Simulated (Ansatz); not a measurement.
Consider the ligand exchange at the Si–C bond: `C=C([SiH3])CF` + `[OH][GaH][Br]` → `[SiH3][O][GaH][Br]` + `C=CCF`.

Gas-phase electronic energies from Ansatz, PBE0-D4/def2-TZVP geometries. CCSD(T)/CBS is the MP2 limit (def2-TZVPP, def2-QZVPP) plus CCSD(T) − MP2 in def2-TZVPP, frozen cores. This one scheme is used for every species. Functionals use def2-TZVPP. For Br, Ga outer-core shells are correlated without core-valence functions, which leaves a few kJ/mol of doubt a bond. Scalar relativity is left out up to krypton. One conformer a species, not always the lowest.

| level | ΔE (kJ/mol) |
| --- | --- |
| PBE | -83.6 |
| CCSD/def2-TZVPP | -104.6 |
| MP2/def2-QZVPP | -100.3 |
| HF/CBS(def2) | -127.0 |

Q: What does CCSD(T)/CBS give? (Best estimate.)

A: Ansatz gave: -99.5 kJ/mol. The listed levels differ from it by 15.9, -5.1, -0.8, -27.5 kJ/mol.

Largest T1 diagnostic among the species: 0.012.

In def2-TZVPP, CCSD(T) changes the Hartree–Fock value by +24.9 kJ/mol (the triples alone add +4.2 kJ/mol) and MP2 by +25.0 kJ/mol. From PBE to PBE0 (25 % exact exchange), in def2-TZVPP and without D4, ΔE moves by −7.7 kJ/mol.
